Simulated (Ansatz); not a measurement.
## Molecular dynamics of C3H9NSSi

Input file:

```yaml
crystal:
  periodic: [false, false, false]
  atoms:
    - { symbol: C, position_ang: [-0.944921, -0.007993, 1.407965] }
    - { symbol: C, position_ang: [0.327151, 0.127405, 0.516222] }
    - { symbol: S, position_ang: [1.750308, 0.369477, 1.648987] }
    - { symbol: C, position_ang: [0.431422, -1.083475, -0.506974] }
    - { symbol: Si, position_ang: [-0.256802, 0.074986, -1.803166] }
    - { symbol: "N", position_ang: [0.210778, 1.236252, -0.528223] }
    - { symbol: H, position_ang: [-1.103512, 0.910473, 1.987512] }
    - { symbol: H, position_ang: [-1.831236, -0.187643, 0.78625] }
    - { symbol: H, position_ang: [-0.837539, -0.845159, 2.10893] }
    - { symbol: H, position_ang: [2.627772, 0.569706, 0.63617] }
    - { symbol: H, position_ang: [-0.152286, -1.956623, -0.201372] }
    - { symbol: H, position_ang: [1.469983, -1.389063, -0.670886] }
    - { symbol: H, position_ang: [0.441467, 0.257996, -3.056151] }
    - { symbol: H, position_ang: [-1.671672, -0.0881, -2.077006] }
    - { symbol: H, position_ang: [-0.482711, 1.961162, -0.218958] }
basis:
  gaussian: { orbitals: STO-3G }
hamiltonian:
  xc: r2scanh
md:
  timestep: 0.5
  n_steps: 300
  ensemble: nvt_langevin
  temperature: 400.0
  initial_velocities: maxwell_boltzmann
  seed: 241108
  friction: 0.01
scf:
  lower_state_search: "off"
```

Run as:

```bash
$ ansatz run input.yaml --threads 1 --pin off --max-ram 2048MiB --backend cpu --events-out ev --progress --plain --runs-dir out
```

It starts from a relaxed structure.

Output, in part (one step line in 6, the closing report, with atoms numbered from 0):

```
md step     0: t =     0.00 fs  T =   373.3 K  F+E_penalty+E_count = -23188.25258220 eV  E_kin = 0.723856 eV  (13 SCF iters)
md step     6: t =     3.00 fs  T =   184.6 K  F+E_penalty+E_count = -23187.94292462 eV  E_kin = 0.358010 eV  (19 SCF iters)
md step    12: t =     6.00 fs  T =   158.0 K  F+E_penalty+E_count = -23187.83387076 eV  E_kin = 0.306277 eV  (19 SCF iters)
md step    18: t =     9.00 fs  T =   200.8 K  F+E_penalty+E_count = -23187.88715319 eV  E_kin = 0.389288 eV  (19 SCF iters)
md step    24: t =    12.00 fs  T =   221.7 K  F+E_penalty+E_count = -23187.89242987 eV  E_kin = 0.429883 eV  (18 SCF iters)
md step    30: t =    15.00 fs  T =   188.1 K  F+E_penalty+E_count = -23187.78884427 eV  E_kin = 0.364615 eV  (18 SCF iters)
md step    36: t =    18.00 fs  T =   224.8 K  F+E_penalty+E_count = -23187.85972456 eV  E_kin = 0.435864 eV  (18 SCF iters)
md step    42: t =    21.00 fs  T =   188.7 K  F+E_penalty+E_count = -23187.82078464 eV  E_kin = 0.365807 eV  (18 SCF iters)
md step    48: t =    24.00 fs  T =   241.6 K  F+E_penalty+E_count = -23187.82121674 eV  E_kin = 0.468464 eV  (18 SCF iters)
md step    54: t =    27.00 fs  T =   236.9 K  F+E_penalty+E_count = -23187.83895258 eV  E_kin = 0.459360 eV  (19 SCF iters)
md step    60: t =    30.00 fs  T =   198.0 K  F+E_penalty+E_count = -23187.76620002 eV  E_kin = 0.383901 eV  (19 SCF iters)
md step    66: t =    33.00 fs  T =   147.7 K  F+E_penalty+E_count = -23187.67803110 eV  E_kin = 0.286407 eV  (18 SCF iters)
md step    72: t =    36.00 fs  T =   273.2 K  F+E_penalty+E_count = -23187.85322379 eV  E_kin = 0.529674 eV  (19 SCF iters)
md step    78: t =    39.00 fs  T =   228.4 K  F+E_penalty+E_count = -23187.79856495 eV  E_kin = 0.442858 eV  (18 SCF iters)
md step    84: t =    42.00 fs  T =   212.5 K  F+E_penalty+E_count = -23187.85458460 eV  E_kin = 0.411940 eV  (18 SCF iters)
md step    90: t =    45.00 fs  T =   236.7 K  F+E_penalty+E_count = -23187.88492352 eV  E_kin = 0.458997 eV  (19 SCF iters)
md step    96: t =    48.00 fs  T =   235.5 K  F+E_penalty+E_count = -23187.86928849 eV  E_kin = 0.456656 eV  (19 SCF iters)
md step   102: t =    51.00 fs  T =   229.2 K  F+E_penalty+E_count = -23187.83808227 eV  E_kin = 0.444391 eV  (19 SCF iters)
md step   108: t =    54.00 fs  T =   230.7 K  F+E_penalty+E_count = -23187.79817946 eV  E_kin = 0.447264 eV  (19 SCF iters)
md step   114: t =    57.00 fs  T =   163.9 K  F+E_penalty+E_count = -23187.69926447 eV  E_kin = 0.317854 eV  (19 SCF iters)
md step   120: t =    60.00 fs  T =   222.1 K  F+E_penalty+E_count = -23187.76866144 eV  E_kin = 0.430605 eV  (19 SCF iters)
md step   126: t =    63.00 fs  T =   226.5 K  F+E_penalty+E_count = -23187.81306907 eV  E_kin = 0.439147 eV  (19 SCF iters)
md step   132: t =    66.00 fs  T =   222.4 K  F+E_penalty+E_count = -23187.82546885 eV  E_kin = 0.431119 eV  (19 SCF iters)
md step   138: t =    69.00 fs  T =   230.3 K  F+E_penalty+E_count = -23187.88306447 eV  E_kin = 0.446544 eV  (19 SCF iters)
md step   144: t =    72.00 fs  T =   295.0 K  F+E_penalty+E_count = -23187.99975518 eV  E_kin = 0.571951 eV  (19 SCF iters)
md step   150: t =    75.00 fs  T =   271.5 K  F+E_penalty+E_count = -23187.89689761 eV  E_kin = 0.526482 eV  (19 SCF iters)
md step   156: t =    78.00 fs  T =   232.3 K  F+E_penalty+E_count = -23187.80675503 eV  E_kin = 0.450418 eV  (17 SCF iters)
md step   162: t =    81.00 fs  T =   248.0 K  F+E_penalty+E_count = -23187.86128750 eV  E_kin = 0.480815 eV  (19 SCF iters)
md step   168: t =    84.00 fs  T =   235.9 K  F+E_penalty+E_count = -23187.84538769 eV  E_kin = 0.457474 eV  (19 SCF iters)
md step   174: t =    87.00 fs  T =   248.9 K  F+E_penalty+E_count = -23187.80838573 eV  E_kin = 0.482615 eV  (19 SCF iters)
md step   180: t =    90.00 fs  T =   246.4 K  F+E_penalty+E_count = -23187.75856936 eV  E_kin = 0.477658 eV  (19 SCF iters)
md step   186: t =    93.00 fs  T =   242.9 K  F+E_penalty+E_count = -23187.73712370 eV  E_kin = 0.470966 eV  (19 SCF iters)
md step   192: t =    96.00 fs  T =   222.6 K  F+E_penalty+E_count = -23187.75929037 eV  E_kin = 0.431630 eV  (19 SCF iters)
md step   198: t =    99.00 fs  T =   195.4 K  F+E_penalty+E_count = -23187.70154162 eV  E_kin = 0.378885 eV  (19 SCF iters)
md step   204: t =   102.00 fs  T =   200.8 K  F+E_penalty+E_count = -23187.62409611 eV  E_kin = 0.389245 eV  (19 SCF iters)
md step   210: t =   105.00 fs  T =   308.2 K  F+E_penalty+E_count = -23187.81894475 eV  E_kin = 0.597485 eV  (19 SCF iters)
md step   216: t =   108.00 fs  T =   271.0 K  F+E_penalty+E_count = -23187.74786969 eV  E_kin = 0.525496 eV  (18 SCF iters)
md step   222: t =   111.00 fs  T =   275.5 K  F+E_penalty+E_count = -23187.77165650 eV  E_kin = 0.534113 eV  (19 SCF iters)
md step   228: t =   114.00 fs  T =   296.8 K  F+E_penalty+E_count = -23187.71492471 eV  E_kin = 0.575466 eV  (19 SCF iters)
md step   234: t =   117.00 fs  T =   305.8 K  F+E_penalty+E_count = -23187.78642393 eV  E_kin = 0.592981 eV  (19 SCF iters)
md step   240: t =   120.00 fs  T =   366.6 K  F+E_penalty+E_count = -23187.91295215 eV  E_kin = 0.710819 eV  (19 SCF iters)
md step   246: t =   123.00 fs  T =   371.2 K  F+E_penalty+E_count = -23187.91622820 eV  E_kin = 0.719760 eV  (19 SCF iters)
md step   252: t =   126.00 fs  T =   275.7 K  F+E_penalty+E_count = -23187.82972597 eV  E_kin = 0.534522 eV  (19 SCF iters)
md step   258: t =   129.00 fs  T =   263.1 K  F+E_penalty+E_count = -23187.81855212 eV  E_kin = 0.510212 eV  (19 SCF iters)
md step   264: t =   132.00 fs  T =   233.1 K  F+E_penalty+E_count = -23187.80512835 eV  E_kin = 0.452047 eV  (19 SCF iters)
md step   270: t =   135.00 fs  T =   214.1 K  F+E_penalty+E_count = -23187.75810925 eV  E_kin = 0.415131 eV  (19 SCF iters)
md step   276: t =   138.00 fs  T =   241.7 K  F+E_penalty+E_count = -23187.78601881 eV  E_kin = 0.468562 eV  (19 SCF iters)
md step   282: t =   141.00 fs  T =   237.0 K  F+E_penalty+E_count = -23187.78747430 eV  E_kin = 0.459566 eV  (19 SCF iters)
md step   288: t =   144.00 fs  T =   246.7 K  F+E_penalty+E_count = -23187.71058659 eV  E_kin = 0.478283 eV  (19 SCF iters)
md step   294: t =   147.00 fs  T =   273.5 K  F+E_penalty+E_count = -23187.73002964 eV  E_kin = 0.530306 eV  (19 SCF iters)
md step   300: t =   150.00 fs  T =   349.2 K  F+E_penalty+E_count = -23187.90403208 eV  E_kin = 0.677053 eV  (19 SCF iters)
Total energy: -23187.90403864 eV, -852.1397560940 hartree
Atom 0 at    -0.968594     0.301597     1.478784 Å, force    -0.289104     1.146600    -1.231834 eV/Å
Atom 1 at     0.270103     0.208815     0.514298 Å, force     0.503037     1.078180     2.382181 eV/Å
Atom 2 at     1.663014     0.180348     1.776008 Å, force     0.363416     0.268539    -1.126097 eV/Å
Atom 3 at     0.176985    -0.997125    -0.429843 Å, force    -0.987265    -0.122714    -1.213708 eV/Å
Atom 4 at    -0.548955     0.193533    -1.675658 Å, force     0.766467     0.731812     0.361940 eV/Å
Atom 5 at     0.275334     1.374561    -0.515147 Å, force    -1.083805    -0.546303    -0.426790 eV/Å
Atom 6 at    -0.990090     1.321054     1.909142 Å, force     0.072707    -0.550938     0.227800 eV/Å
Atom 7 at    -1.924120     0.162364     0.956717 Å, force     0.088467    -0.058567    -0.238328 eV/Å
Atom 8 at    -0.905230    -0.453951     2.233663 Å, force     0.104107    -0.604845     1.035908 eV/Å
Atom 9 at     2.736305     0.241582     0.902067 Å, force    -0.873677    -0.051015     0.298796 eV/Å
Atom 10 at    -0.481508    -1.788874    -0.088740 Å, force    -0.079111    -0.285397     0.327669 eV/Å
Atom 11 at     1.123008    -1.415085    -0.723145 Å, force     0.806565    -0.233238    -0.060097 eV/Å
Atom 12 at    -0.008513     0.349307    -2.990767 Å, force     0.023015    -0.213637    -0.468889 eV/Å
Atom 13 at    -1.990251     0.172955    -1.712933 Å, force    -0.157466     0.071788    -0.035757 eV/Å
Atom 14 at    -0.441481     2.117673    -0.196150 Å, force     0.742647    -0.630265     0.167206 eV/Å
Dipole moment:    -0.379238    -0.145450    -0.244676 e Å
```

The run went to its last step. The mean temperature of the second half is 34 % below the set value. A run of 0.15 ps of so small a system gives no equilibrium averages. Limits of this set-up: minimal basis.

The same pairs are bonded in the first frame and the last. Pairs count as bonded within 1.25 times the sum of covalent radii (0.12 Å more for H–H).

Last frame:

```xyz
15
Properties=species:S:1:pos:R:3
C -0.969 0.302 1.479
C 0.270 0.209 0.514
S 1.663 0.180 1.776
C 0.177 -0.997 -0.430
Si -0.549 0.194 -1.676
N 0.275 1.375 -0.515
H -0.990 1.321 1.909
H -1.924 0.162 0.957
H -0.905 -0.454 2.234
H 2.736 0.242 0.902
H -0.481 -1.789 -0.089
H 1.123 -1.415 -0.723
H -0.009 0.349 -2.991
H -1.990 0.173 -1.713
H -0.442 2.118 -0.196
```

The run took 20 min on 1 thread of Arm Neoverse V2 (shared host), peak memory 0.11 GiB.
